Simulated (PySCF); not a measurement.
## As²⁺: excitation energy

As²⁺ [Ar] 3d10 4s2 4p1 (2P) → As²⁺ [Ar] 3d10 4s1 4p2 (4P), as a difference of total energies. Computed with PySCF 2.14 in x2c-TZVPPall, with the spin-free X2C one-electron Hamiltonian (Gaussian nucleus). Correlated levels: valence: [Ar] 3d10 frozen. The calculations carry no spin-orbit coupling.

```csv
method,excitation energy (eV)
UHF,6.583
MP2 (valence),7.408
SCS-MP2 (valence),7.717
CCSD (valence),7.686
CCSD(T) (valence),7.703
CCSDT (valence),7.708
```

Question: How much does correlation contribute at CCSD(T) (valence)?

Answer: 7.703 − (6.583) = 1.120 eV, measured against UHF.

A first-order spin-orbit estimate (lowest level to lowest level, LS coupling) adds 0.025 eV.
